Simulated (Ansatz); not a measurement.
Geometry optimisation, RKS BHLYP-D4/6-31G* in Ansatz.

Input file:

```yaml
crystal:
  periodic: [false, false, false]
  atoms:
    - { symbol: C, position_ang: [-0.8576, 1.3728, -0.1162] }
    - { symbol: Si, position_ang: [-0.274, -0.0576, 0.8261] }
    - { symbol: B, position_ang: [1.2301, -0.8067, -0.1046] }
    - { symbol: S, position_ang: [2.15672, -2.3145, 0.47069] }
    - { symbol: H, position_ang: [-1.2066, 1.0889, -1.1634] }
    - { symbol: H, position_ang: [-1.7819, 1.8647, 0.3977] }
    - { symbol: H, position_ang: [-0.0796, 2.1851, -0.2001] }
    - { symbol: H, position_ang: [-1.2906, -1.0532, 0.9147] }
    - { symbol: H, position_ang: [0.1311, 0.3878, 2.2191] }
    - { symbol: H, position_ang: [1.60075, -0.27098, -1.14704] }
    - { symbol: H, position_ang: [3.00723, -1.48738, 1.29959] }
basis:
  gaussian: { orbitals: "6-31G*" }
hamiltonian:
  xc: { name: BHLYP }
  dispersion: d4
relax:
  f_tol: 0.015
  max_steps: 40
```

Run as:

```bash
$ ansatz run input.yaml --threads 1 --pin off --max-ram 2048MiB --backend cpu --events-out ev --progress --plain --runs-dir out
```

Task: Where does it end, and by what steps?

Result: It converged. The force dipped under the threshold on the way, but the program's further checks kept it going. After 19 steps the energy has fallen by 1.458 eV; H10 moved furthest, 1.04 Å.

```json
{"step": "0", "energy less start (eV)": "0.0000", "largest force component (eV/Å)": "2.708", "accepted": "yes"}
{"step": "1", "energy less start (eV)": "-0.4848", "largest force component (eV/Å)": "1.007", "accepted": "yes"}
{"step": "2", "energy less start (eV)": "-0.6609", "largest force component (eV/Å)": "0.577", "accepted": "yes"}
{"step": "3", "energy less start (eV)": "-0.8683", "largest force component (eV/Å)": "1.557", "accepted": "yes"}
{"step": "4", "energy less start (eV)": "-1.0808", "largest force component (eV/Å)": "2.029", "accepted": "yes"}
{"step": "5", "energy less start (eV)": "-1.3090", "largest force component (eV/Å)": "1.284", "accepted": "yes"}
{"step": "6", "energy less start (eV)": "-1.3892", "largest force component (eV/Å)": "1.088", "accepted": "yes"}
{"step": "7", "energy less start (eV)": "-1.3276", "largest force component (eV/Å)": "1.059", "accepted": "no"}
{"step": "8", "energy less start (eV)": "-1.4323", "largest force component (eV/Å)": "0.523", "accepted": "yes"}
{"step": "9", "energy less start (eV)": "-1.4454", "largest force component (eV/Å)": "0.175", "accepted": "yes"}
{"step": "10", "energy less start (eV)": "-1.4487", "largest force component (eV/Å)": "0.124", "accepted": "yes"}
{"step": "11", "energy less start (eV)": "-1.4532", "largest force component (eV/Å)": "0.111", "accepted": "yes"}
{"step": "12", "energy less start (eV)": "-1.4542", "largest force component (eV/Å)": "0.132", "accepted": "yes"}
{"step": "13", "energy less start (eV)": "-1.4560", "largest force component (eV/Å)": "0.104", "accepted": "yes"}
{"step": "14", "energy less start (eV)": "-1.4568", "largest force component (eV/Å)": "0.103", "accepted": "yes"}
{"step": "15", "energy less start (eV)": "-1.4571", "largest force component (eV/Å)": "0.157", "accepted": "yes"}
{"step": "16", "energy less start (eV)": "-1.4577", "largest force component (eV/Å)": "0.080", "accepted": "yes"}
{"step": "17", "energy less start (eV)": "-1.4579", "largest force component (eV/Å)": "0.007", "accepted": "yes"}
{"step": "18", "energy less start (eV)": "-1.4580", "largest force component (eV/Å)": "0.011", "accepted": "yes"}
{"step": "19", "energy less start (eV)": "-1.4581", "largest force component (eV/Å)": "0.011", "accepted": "yes"}
```

```xyz
11
Properties=species:S:1:pos:R:3
C -0.805 1.495 -0.014
Si -0.279 -0.160 0.716
B 1.248 -0.987 -0.303
S 2.777 -1.509 0.430
H -1.113 1.381 -1.051
H -1.642 1.914 0.539
H 0.008 2.216 0.015
H -1.429 -1.097 0.689
H 0.101 0.019 2.140
H 1.207 -1.173 -1.475
H 2.563 -1.190 1.712
```

Whether the end is a true minimum wasn't checked by a vibrational analysis.

Run time: 2.6 min on 1 thread of Arm Neoverse N1, on a shared host, peak memory 0.16 GiB.
